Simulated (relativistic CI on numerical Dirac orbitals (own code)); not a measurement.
# Hyperfine structure of Cs⁴⁰⁺, mass number 134

Method of calculation: Dirac-Coulomb-Breit CI, orbitals from a KLI potential per configuration, QED by a radiative potential, unscaled Slater integrals (own radial code, finite nucleus).

Configuration list (outside the closed core [Ne]): 3s²3p³, 3s3p⁴, 3s²3p²3d, 3p⁵, 3s3p³3d, 3p⁴3d, 3s3p²3d², 3s²3p3d4p, 3p⁴4s, 3s3p²3d4s, 3p⁴4p, 3s²3p²4s, 3s²3p3d², 3s²3d³, 3s3p3d³, 3s²3d²4s, 3p³3d², 3p²3d³, 3p²3d²4s, 3s²3p3d4s, 3s3p3d²4s, 3s²3d4s², 3s3p²3d4p, 3s3p3d²4p, 3p²3d²4p, 3s3p3d4s4p. Double excitations out of closed p, d and f shells are left out; levels of such configurations are missing from the list, as are those of other unlisted configurations, and high levels can miss mixing partners.

Nuclear spin I = 4, μ = 2.9893 μN, Q = 0.37 b (tables of Stone and Pyykkö). The electronic factors are computed for point nuclear moments, without core polarisation or the Bohr-Weisskopf and QED corrections.

```
         Level  E (cm⁻¹)  A (GHz)  B (GHz)
 3s²3p³ ²D°5/2    697461    120.3  -0.0362
 3s²3p³ ²P°1/2    781325    372.2         
 3s²3p³ ²P°3/2   1418796    59.38    -57.4
3s²3p²3d ⁴D1/2   1893896    132.7
```

Levels with J = 0, under 50 % of one LS term, or S terms without an open s electron are left out. Small factors come from cancelling terms and can be off by tens of per cent or more.

At this charge energies of transitions that change n are usually good to better than 1 %, and those within a shell (Δn = 0) to a few per cent.

Q: Give the hyperfine levels of 3s²3p³ ²P°1/2 relative to its centre of gravity.

A: With K = F(F + 1) − I(I + 1) − J(J + 1), E = AK/2: F = 7/2: -930.4, F = 9/2: 744.3 GHz.

LS names give the leading component of a level, which can be under half, so a name can repeat, a term be missing and a line seem to break the LS rules.
